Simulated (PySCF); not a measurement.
Gas-phase reaction: ZnH2 + H2S2 = Zn + 2 H2S

Energies from PySCF, thermal terms from the rigid-rotor harmonic-oscillator model, ideal gas at 1 bar. † marks an energy on the PBE0/def2-TZVP geometry and frequencies; other levels use their own. CCSD(T) freezes the core. All species are closed-shell singlets. B3LYP is the form with VWN-RPA correlation. Zn: all electrons, no relativistic terms. No R ln 2 is added for the mirror-image form of H2S2. ZnH2: computed as isolated molecules; such fragments, hydroxides, amides, oligomers or adducts are transient or little studied in the gas. CCSD(T) isn't extrapolated to the basis-set limit; its ΔH°(298 K) is -107.0 kJ in def2-SVP and -83.4 kJ in def2-TZVPP. The harmonic model lacks anharmonicity and excited electronic states, which grow with temperature; levels with a mode under 35 cm⁻¹ are left out. Internal rotation in H2S2 is treated as a harmonic vibration of one conformer, which makes the entropy rough.

```json
[
 {"level": "B3LYP/def2-TZVP†", "ΔE electronic, kJ": "-96", "ΔH°(298 K), kJ": "-90", "ΔS°(298 K), J/K": "120", "ΔG°(1800 K), kJ": "-295"},
 {"level": "CCSD(T)/def2-SVP†", "ΔE electronic, kJ": "-113", "ΔH°(298 K), kJ": "-107", "ΔS°(298 K), J/K": "120", "ΔG°(1800 K), kJ": "-312"},
 {"level": "HF/def2-TZVP†", "ΔE electronic, kJ": "-110", "ΔH°(298 K), kJ": "-104", "ΔS°(298 K), J/K": "120", "ΔG°(1800 K), kJ": "-309"},
 {"level": "PBE/def2-TZVP†", "ΔE electronic, kJ": "-72", "ΔH°(298 K), kJ": "-66", "ΔS°(298 K), J/K": "120", "ΔG°(1800 K), kJ": "-270"},
 {"level": "PBE0/def2-QZVP†", "ΔE electronic, kJ": "-69", "ΔH°(298 K), kJ": "-63", "ΔS°(298 K), J/K": "120", "ΔG°(1800 K), kJ": "-268"},
 {"level": "PBE0/def2-TZVP", "ΔE electronic, kJ": "-71", "ΔH°(298 K), kJ": "-65", "ΔS°(298 K), J/K": "120", "ΔG°(1800 K), kJ": "-270"}
]
```
ΔH° is lowest at CCSD(T)/def2-SVP† and highest at PBE0/def2-QZVP†. No reference value is set beside these.
